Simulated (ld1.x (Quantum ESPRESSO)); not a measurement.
Before and after: TM potential for carbon (C)

```
Element                 : C
Generator               : ld1.x (Quantum ESPRESSO) 7.5
Type                    : norm-conserving Troullier–Martins (Kleinman–Bylander form)
Functional              : BLYP
Relativity              : scalar-relativistic
Frozen core             : [He]
Valence charge          : 4
Reference configuration : 2s1.75 2p2.25
Partial waves           : 2s (bound): rc 1.00 bohr; 2p (bound): rc 1.40 bohr
Local potential         : all-electron potential smoothed inside 0.75 bohr (lloc = -1)
Core correction         : Bessel-smoothed model core inside 0.55 bohr
```

Change: core correction none.

Cutoffs: the cutoffs (Ry, on a coarse ladder) from which the occupation-weighted sum of valence levels, in a spherical-Bessel basis at the reference potential, stays within 10 and 1 mRy of its value at 400 Ry; they do not see the model core or the augmentation charge, which bear on the density cutoff. Errors are all-electron minus pseudo energies relative to the spin-unpolarised reference configuration.

**Question.** What does the change do?

**Answer.** The potential gets neither clearly harder nor softer (50 Ry and 90 Ry → 50 Ry and 90 Ry); of the 7 tests that both files solve, the error grows in 7 and shrinks in 0 by more than 15 % and 0.3 meV (median size 1.8 → 4.8 meV); neither file shows a bound ghost. Exchange and correlation are not linear in the density, so unscreening with the valence charge alone errs where core and valence overlap; a model core restores that term.

| quantity | base | changed |
| --- | --- | --- |
| cutoff, loose | 50 Ry | 50 Ry |
| cutoff, tight | 90 Ry | 90 Ry |
| bound ghosts | none | none |
| error for 2s2 2p2, meV [ΔE -2.09 eV] | +0.4 | +1.1 |
| error for 2s2 2p1, meV [ΔE 8.73 eV] | +8.1 | +20 |
| error for 2s2 2p0, meV [ΔE 32.91 eV] | +73 | +185 |
| error for 2s1 2p2, meV [ΔE 17.38 eV] | +1.1 | +4.3 |
| error for 2s0 2p4, meV [ΔE 14.71 eV] | +18 | +46 |
| error for 2s2 2p1.5, meV [ΔE 1.85 eV] | +1.8 | +4.8 |
| error for 2s2 2p2.3, meV [ΔE -3.24 eV] | +0.2 | +0.6 |
| s: phases at 1.55 bohr within 0.05 rad from the reference energy up to (Ry; the scan ends near 5) | to the end of the scan | to the end of the scan |
| p: phases at 1.55 bohr within 0.05 rad from the reference energy up to (Ry; the scan ends near 5) | to the end of the scan | to the end of the scan |
